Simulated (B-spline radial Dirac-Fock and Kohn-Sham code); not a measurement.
Kohn-Sham estimates against Dirac-Fock for the levels of Br⁷⁺

System: bromine as Br⁷⁺, [Ar] 3d10.

The density-functional columns are spherical, spin-unpolarised Dirac-Kohn-Sham results without Breit or QED terms: −ε is minus the orbital energy of the initial state and ΔSCF the difference of two total energies. The reference in the last column comes from Dirac-Fock energy differences between relaxed states, corrected for Breit and QED terms. All numbers are from a radial finite-basis atomic code, in eV; a selection of levels is shown. For the 1s level of heavy atoms much of the gap between ΔSCF and the reference is the Breit and QED part, -30.0 eV here; for other levels the error of the functional can be larger.

```
level   PBE −ε  PBE ΔSCF   LDA −ε  LDA ΔSCF  Dirac-Fock
   1s  13427.9   13653.0  13405.8   13630.2     13602.9
   2s   1844.1    1884.8   1841.6    1882.5      1914.1
2p1/2   1672.1    1721.3   1671.4    1720.6      1723.8
2p3/2   1624.5    1672.4   1623.9    1671.8      1677.1
   3s    347.8     365.5    347.0     364.6       382.0
3p1/2    287.8     305.4    287.6     305.1       315.1
3p3/2    280.9     298.2    280.7     298.0       308.1
3d3/2    176.6     193.7    176.9     194.1       191.7
3d5/2    175.4     192.6    175.8     192.9       190.7
```

Q: Order the estimates of the K (1s) level by their distance from the Dirac-Fock value, nearest first.
A. LDA ΔSCF
B. PBE −ε
C. PBE ΔSCF
D. LDA −ε

A: A (27.3 eV), C (50.2 eV), B (175.0 eV), D (197.1 eV).

For the outermost level NIST gives 192.61 ± 0.06 eV (measured); the differences from it are PBE −ε -17.17, PBE ΔSCF -0.06, LDA −ε -16.85, LDA ΔSCF +0.25, Dirac-Fock -1.93 eV.

Values without a named source are computed, but for edge energies of neutral atoms, which are taken from tables.
